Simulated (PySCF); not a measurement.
# SMILES C=C[C@H]1C=NN(CC)C1, C7H12N2

Molfile (atoms numbered from 1):
```
C7H12N2
     RDKit          3D

 21 21  0  0  0  0  0  0  0  0999 V2000
    3.6301    0.6270    0.3860 C   0  0  0  0  0  0  0  0  0  0  0  0
    2.4683    0.0247    0.5582 C   0  0  0  0  0  0  0  0  0  0  0  0
    1.2063    0.4106   -0.1485 C   0  0  1  0  0  0  0  0  0  0  0  0
    0.7609   -0.7042   -1.0833 C   0  0  0  0  0  0  0  0  0  0  0  0
   -0.3338   -1.2479   -0.7392 N   0  0  0  0  0  0  0  0  0  0  0  0
   -0.7980   -0.7138    0.4031 N   0  0  0  0  0  0  0  0  0  0  0  0
   -2.2128   -0.7859    0.6512 C   0  0  0  0  0  0  0  0  0  0  0  0
   -3.0503    0.1545   -0.2200 C   0  0  0  0  0  0  0  0  0  0  0  0
   -0.0162    0.4674    0.7878 C   0  0  0  0  0  0  0  0  0  0  0  0
    3.7397    1.4686   -0.2789 H   0  0  0  0  0  0  0  0  0  0  0  0
    4.5203    0.3072    0.9001 H   0  0  0  0  0  0  0  0  0  0  0  0
    2.3779   -0.8238    1.2240 H   0  0  0  0  0  0  0  0  0  0  0  0
    1.3641    1.3441   -0.6963 H   0  0  0  0  0  0  0  0  0  0  0  0
    1.3284   -1.0493   -1.9247 H   0  0  0  0  0  0  0  0  0  0  0  0
   -2.3766   -0.5679    1.7104 H   0  0  0  0  0  0  0  0  0  0  0  0
   -2.5101   -1.8187    0.4553 H   0  0  0  0  0  0  0  0  0  0  0  0
   -4.1078   -0.0187   -0.0411 H   0  0  0  0  0  0  0  0  0  0  0  0
   -2.8311    1.1961    0.0039 H   0  0  0  0  0  0  0  0  0  0  0  0
   -2.8365   -0.0311   -1.2699 H   0  0  0  0  0  0  0  0  0  0  0  0
   -0.5938    1.3876    0.6447 H   0  0  0  0  0  0  0  0  0  0  0  0
    0.2620    0.3901    1.8425 H   0  0  0  0  0  0  0  0  0  0  0  0
  1  2  2  0
  2  3  1  0
  3  4  1  0
  4  5  2  0
  5  6  1  0
  6  7  1  0
  7  8  1  0
  6  9  1  0
  9  3  1  0
  1 10  1  0
  1 11  1  0
  2 12  1  0
  3 13  1  6
  4 14  1  0
  7 15  1  0
  7 16  1  0
  8 17  1  0
  8 18  1  0
  8 19  1  0
  9 20  1  0
  9 21  1  0
M  END
```

Method: GIAO PBE0/pcSseg-1 magnetisability, rotational g tensor and spin-rotation constants, non-relativistic, gas phase (PySCF). Geometry: GFN2-xTB.

(1) Give the nuclear spin-rotation constants along the inertial axes (H = +C I·J) beside the isotropic shieldings.

Results:

(1) Rotational constants 4.6655, 0.8868, 0.8333 GHz. A star marks the isotopologue with that one atom substituted, in its own axes.
```
atom  isotope  Caa (kHz)  Cbb (kHz)  Ccc (kHz)  mean (kHz)  σ (ppm)
  N5      14N      1.014      0.247      0.083       0.448   -125.7
  N6      14N      0.586      0.043      0.084       0.238    116.9
 H10       1H     -0.424     -0.107      0.070      -0.154     26.4
 H11       1H      0.064     -0.101     -0.024      -0.020     26.5
 H12       1H     -0.453     -0.103      0.083      -0.158     25.7
 H13       1H     -0.441     -0.098      0.041      -0.166     28.0
 H14       1H     -0.312      0.049     -0.090      -0.117     25.9
 H15       1H     -0.471      0.014     -0.067      -0.175     28.7
 H16       1H     -0.314     -0.020     -0.049      -0.127     27.8
 H17       1H      0.097     -0.104     -0.094      -0.034     31.1
 H18       1H     -0.433     -0.034     -0.054      -0.174     30.5
 H19       1H     -0.479     -0.016     -0.067      -0.187     30.8
 H20       1H     -0.378     -0.050     -0.017      -0.148     28.1
 H21       1H     -0.423     -0.028     -0.035      -0.162     28.5
  C1     13C*      1.456      0.126      0.358       0.647     66.9
  C2     13C*      1.655      0.140      0.419       0.738     39.3
  C3     13C*      0.933      0.161      0.188       0.427    128.9
  C4     13C*      1.185      0.416      0.201       0.601     50.8
  C7     13C*      0.745      0.184      0.159       0.362    139.1
  C8     13C*      0.628      0.119      0.099       0.282    176.9
  C9     13C*      0.822      0.172      0.183       0.392    132.6
```
For the geometry as given, no vibrational averaging.
